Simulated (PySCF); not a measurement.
Planning a core-ionisation job on `C/C=C/O[SiH3]`.

Method: delta-SCF UKS SCAN, pcX-1 on the ionised atom, pcseg-1 elsewhere, spin-free X2C (PySCF 2.14.0). Geometry: PBE0-D3(BJ)/def2-SVP. Work: ΔSCF core ionisation, 6 holes, density fitting. A driver script takes a list of jobs; this job's settings line and coordinates (Å) are shown.

Command:
```bash
OMP_NUM_THREADS=1 python probes_run.py task.json out
```

Input:
```
{"job": {"kind": "xps", "basis": "pcX-1"}, "charge": 0, "multiplicity": 1}
C     -2.242045     0.112852     0.345289
C     -0.758859     0.116491     0.175251
C     -0.078763    -0.859747    -0.436453
O      1.257745    -0.918048    -0.624718
Si     2.387270     0.243624    -0.184959
H     -2.707286     0.992631    -0.130262
H     -2.528116     0.140806     1.410198
H     -2.695438    -0.786030    -0.099195
H     -0.210328     0.976002     0.582221
H     -0.588017    -1.736118    -0.854177
H      3.694005    -0.284595    -0.654992
H      2.077885     1.548288    -0.843057
H      2.399765     0.431996     1.296668
```

Hardware: Arm Neoverse V2, one thread, no GPU, shared host. PySCF's memory limit was set to 1760 MB.

How large is the largest of the mixed bases?

136 functions.

What wall time should be expected on this hardware?

About 26 s. The run took 98 SCF cycles in all, 4.3 s a hole on average.

Estimate the peak memory.

About 0.44 GiB. Peak memory is the resident size of the whole Python process, interpreter and libraries included.

At this speed, how long would 20000 such jobs take on 8 cores, one job a core?

20000/8 gives 2500 rounds of 26 s, about 18 h of wall time and 140 core-hours, if the jobs don't slow each other.

Other jobs ran on the host; a repeat could differ by tens of per cent or more.
